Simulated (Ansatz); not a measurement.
`C=C(Cl)[SiH2][SiH3]` + `[SH][In]([Cl])[Cl]` → `C=C(Cl)[SiH2]S` + `[SiH3][In]([Cl])[Cl]`  (redistribution)

Computed with Ansatz on PBE0-D4/def2-TZVP structures; ΔE is electronic, products minus reactants. CCSD(T)/CBS is the MP2 limit (def2-TZVPP, def2-QZVPP) plus CCSD(T) − MP2 in def2-TZVPP, frozen cores. DFT in def2-TZVPP. B3LYP here is the variant with VWN-RPA as its local correlation; programs differ in this. Elements past krypton have def2 core potentials. For In outer-core shells are correlated without core-valence functions, which leaves a few kJ/mol of doubt a bond. One conformer a species, not always the lowest.

`C=C(Cl)[SiH2][SiH3]`:

Z-matrix (Å, degrees):
```
Si
Si 1 2.341
C 1 1.873 2 110.0
H 1 1.489 2 110.9 3 -118.8
H 1 1.487 2 110.1 3 120.1
H 2 1.486 1 110.7 3 -64.3
H 2 1.488 1 109.5 3 175.7
H 2 1.487 1 109.7 3 56.4
Cl 3 1.743 1 114.2 2 61.0
C 3 1.326 1 125.8 2 -117.5
H 10 1.085 3 122.5 1 178.5
H 10 1.084 3 119.6 1 -1.6
```

`[SH][In]([Cl])[Cl]`:

```xyz
5

S    -0.481   -1.651    0.817
In    0.179    0.206   -0.470
Cl    0.868   -0.012   -2.656
Cl    0.160    2.336    0.420
H    -0.727   -0.879    1.890
```

`C=C(Cl)[SiH2]S`:

```xyz
10

C    -0.353    0.171   -1.735
C     0.438    0.322   -0.680
Cl    1.715    1.498   -0.695
Si    0.272   -0.680    0.888
S    -0.121    0.535    2.593
H    -0.239    0.759   -2.639
H    -1.146   -0.568   -1.708
H    -0.816   -1.660    0.644
H     1.551   -1.359    1.201
H    -1.301    0.981    2.130
```

`[SiH3][In]([Cl])[Cl]`:

```xyz
7

Si   -0.191    1.151    0.503
In    0.185   -1.168   -0.495
Cl    0.274   -1.614   -2.777
Cl    0.501   -3.122    0.728
H     1.031    1.957    0.259
H    -0.445    1.024    1.958
H    -1.355    1.772   -0.177
```

| level | ΔE (kcal/mol) | difference from CCSD(T)/CBS |
| --- | --- | --- |
| r2SCAN-D4 | -4.3 | -0.2 |
| PBE0-D4 | -4.2 | -0.1 |
| B3LYP-D4 | -4.5 | -0.4 |
| ωB97X-V | -4.1 | 0.0 |
| ωB97M-V | -5.4 | -1.3 |
| PBE | -4.3 | -0.2 |
| r2SCAN | -4.4 | -0.3 |
| PBE0 | -4.4 | -0.3 |
| HF/def2-TZVPP | -3.7 | 0.4 |
| MP2/def2-TZVPP | -5.0 | -0.9 |
| SCS-MP2/def2-TZVPP | -4.6 | -0.5 |
| CCSD(T)/def2-TZVPP | -3.6 | 0.5 |
| HF/def2-QZVPP | -3.7 | 0.4 |
| MP2/def2-QZVPP | -5.3 | -1.2 |
| SCS-MP2/def2-QZVPP | -4.9 | -0.8 |
| CCSD/CBS(def2) | -4.4 | -0.3 |
| CCSD(T)/CBS | -4.1 | 0 |

Largest T1 diagnostic among the species: 0.013.
